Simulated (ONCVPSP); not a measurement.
# How hard is this Be ONCV potential?

- Element: Be (Z = 4)
- Generator: ONCVPSP 4.0.1
- Type: optimised norm-conserving Vanderbilt (ONCV)
- Functional: PBE
- Relativity: non-relativistic
- Frozen core: [He]
- Valence charge: 2
- Reference configuration: 2s2
- Partial waves: 2s: rc 1.45 bohr, ncon 5, nbas 8, qcut 3.6 1/bohr, 2 projectors, debl 2.7 Ha; p scattering state at 0.04 Ha: rc 1.10 bohr, ncon 3, nbas 6, qcut 7.6 1/bohr, 2 projectors, debl 1.5 Ha; d scattering state at 0.3 Ha: rc 1.20 bohr, ncon 3, nbas 7, qcut 8.1 1/bohr, 2 projectors, debl 2.6 Ha
- Local potential: polynomial inside 0.80 bohr (lpopt 3, dvloc0 3 Ha)
- Core correction: none

Problem. For each optimised wave give the share of its norm inside rc, the residual kinetic energy above qcut (Ha) and the cutoffs (Ha) for errors of 10, 1, 0.1 and 0.01 mHa per electron.

Solution.

```csv
wave,norm inside rc,residual KE,10 mHa,1 mHa,0.1 mHa,0.01 mHa
2s,0.131,1.1e-03,2.8,7.4,64.7,79.3
s projector 2,0.118,6.1e-02,45.3,97.2,111.6,123.0
p projector 1,0.117,3.3e-05,9.9,18.6,25.8,45.4
p projector 2,0.181,2.1e-04,15.4,23.9,31.1,55.9
d projector 1,0.003,1.5e-07,1.5,3.1,7.8,17.6
d projector 2,0.102,1.5e-05,8.5,18.5,26.7,34.1
```

The occupied waves need 7.4 Ha and 65 Ha for 1 and 0.1 mHa. Rows with under 1 % of the norm inside rc give no meaningful cutoff. The cutoffs count occupied waves only; projector 2 of the s channel, the hardest unoccupied one, needs 97 Ha at the loose tolerance. 1 of 4 tests not solved or not reliable.
